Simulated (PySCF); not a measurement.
Si(Me)2 cation (C2H6Si), SMILES C[Si]C (connectivity only; charge and spin as stated), charge +1, multiplicity 2.

Geometry optimised at PBE-D3(BJ)/def2-TZVP. The multiplicity is an assumed one; other spin states were not compared. The isomer is the one that the SMILES or the coordinates give; other isomers of the formula were not compared.

All values below come from TDA-CAM-B3LYP/def2-SVPD run with PySCF.

Vertical excitations. Gas-phase values at a fixed geometry.

Task: Estimate the UV-visible absorptions. (Estimate from the structure and the level; the computed values follow.)

Result: 
```csv
state,energy (eV),λ (nm),f,main pairs
root 1,2.24,553,0.008,α HOMO→LUMO 99 %
root 2,4.37,284,0.025,β HOMO→LUMO 97 %
root 3,5.04,246,0.000,"α HOMO−1→LUMO 51 %, β HOMO→LUMO+1 47 %"
root 4,5.49,226,0.000,"α HOMO−1→LUMO 48 %, β HOMO→LUMO+1 51 %"
root 5,6.54,190,0.000,β HOMO−2→LUMO 94 %
root 6,6.55,189,0.012,β HOMO−1→LUMO 95 %
root 7,6.74,184,0.000,"α HOMO→LUMO+1 63 %, β HOMO−3→LUMO 19 %"
root 8,6.98,178,0.006,β HOMO−4→LUMO 96 %
root 9,7.07,175,0.023,"α HOMO→LUMO+1 17 %, α HOMO−4→LUMO 5 %, β HOMO−3→LUMO 72 %"
root 10,7.22,172,0.001,"α HOMO−2→LUMO 68 %, β HOMO−2→LUMO+1 26 %"
```
Unrestricted roots are not spin-pure.
